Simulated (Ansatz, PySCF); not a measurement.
System: CHO$_{2}$ (charge 0, doublet). It need not be the lowest isomer of its formula. SMILES: [O][C]O
Structure (B3LYP-D3(BJ)/def2-TZVP (Ansatz, a program for electronic structure) minimum search):
```
C
O 1 1.1763
O 1 1.3404 2 127.01
H 3 0.9671 1 108.83 2 -180.00
```
Charge 0, spin multiplicity 2.

Wanted: vertical ionisation energy (to the singlet state of charge +1; each state is the SCF solution reached for its spin; for the singlet the Hartree-Fock reference is unstable and T1 is 0.022), in eV. Cores are frozen in the correlated levels unless marked. Open shells are spin-unrestricted. Spin-orbit coupling is left out. Non-relativistic. CBS marks a two-point X^-3 extrapolation of the correlation energy; Hartree-Fock from the larger set. [CCSD(T)-MP2]/basis is that difference in the basis named.

```tsv
level	program	vertical ionisation energy (eV)
PBE/def2-TZVPD	Ansatz	9.67
PBE0/def2-TZVPD	Ansatz	10.00
M06-2X/def2-TZVPD	PySCF	?
SCS-MP2/aug-cc-pVDZ	Ansatz	9.28
SCS-MP2/aug-cc-pVTZ	Ansatz	9.40
CCSD/aug-cc-pVTZ	Ansatz	9.79
RI-MP2/CBS(aug-cc-pVTZ,aug-cc-pVQZ)+[CCSD(T)-MP2]/aug-cc-pVTZ	Ansatz	9.71
```

Question: Fill in the missing entries.

Answer: 
- M06-2X/def2-TZVPD, vertical ionisation energy (eV): 10.01
